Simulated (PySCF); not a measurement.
Dissociation curve of CuF, singlet.

- RKS-BHandHLYP = restricted BHandHLYP/def2-TZVP (PySCF)
- UKS-PBE = unrestricted PBE/def2-TZVP (PySCF)
- UCCSD(T) = CCSD(T) on UHF/def2-TZVP, 6 core orbitals frozen run with PySCF

Energies relative to the lowest point of each curve near equilibrium, in kJ/mol:

```
R / Å  RKS-BHandHLYP  UKS-PBE
-----  -------------  -------
1.51           112.0     98.4
1.59            46.5     38.3
1.76             0.0      0.0
1.81             0.4      1.9
1.86             4.5      7.2
2.03            36.3     40.4
2.19            78.0     80.5
2.66           203.1    191.5
3.19           309.5    268.1
4.28           429.5    324.1
4.80           460.1    333.9
6.19           505.3    345.0
```

### Question
What does UCCSD(T) give at the same points?

### Answer
1.51: 105.6; 1.59: 43.4; 1.76: 0.0; 1.81: 0.5; 1.86: 4.5; 2.03: 34.9; 2.19: 75.1; 2.66: 198.4; 3.19: 334.0; 4.28: 381.0; 4.80: 382.4; 6.19: 382.8 (kJ/mol).

At the longest distance RKS-BHandHLYP, UKS-PBE leaves fractional charges on the fragments, a sign of delocalisation error or of the restricted form. The restricted form behind RKS-BHandHLYP keeps the bonding electrons paired and can't separate into open-shell fragments. The unrestricted determinant behind UKS-PBE is spin-contaminated at 2.91 to 7.03 Å (<S²> up to 0.7, against 0.00 for a pure singlet). The unrestricted solution behind UCCSD(T) changes between 1.42 and 1.51 Å, which can leave a kink. The unrestricted determinant behind UCCSD(T) is spin-contaminated at 1.34 to 1.42, 2.91 to 7.03 Å (<S²> up to 1.0, against 0.00 for a pure singlet).
